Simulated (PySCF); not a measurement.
```xyz
4
charge 0 multiplicity 1, angstrom
Ti   -0.1160   -0.0357    0.0000
O    -0.0001   -1.6253    0.0000
F     0.1467    0.7294   -1.5840
F     0.1467    0.7294    1.5840
```

All numbers come from PySCF, B3LYP, basis Ti def2-SVP, O def2-SVP, F def2-SVP (no relativity, density fitting).

This geometry of TiOF₂ is a stationary point at this level.

**Question.** What is the point group?

**Answer.** Cs.

**Question.** Is it a minimum?

**Answer.** Yes: all harmonic wavenumbers are real.

**Question.** Give the atomic charges and bond orders.

**Answer.** 
```tsv
atom	Mulliken	Löwdin	polar tensor	Mayer order to Ti1
Ti1	1.21	0.53	2.19	–
O2	-0.39	-0.13	-0.79	2.25
F3,4	-0.41	-0.20	-0.70	0.98
```

**Question.** What is the atomisation energy, with and without zero-point energy?

**Answer.** 1846 kJ/mol without, 1827 kJ/mol with.

Stability towards spin polarisation was not tested. Other isomers or separated fragments may lie lower.
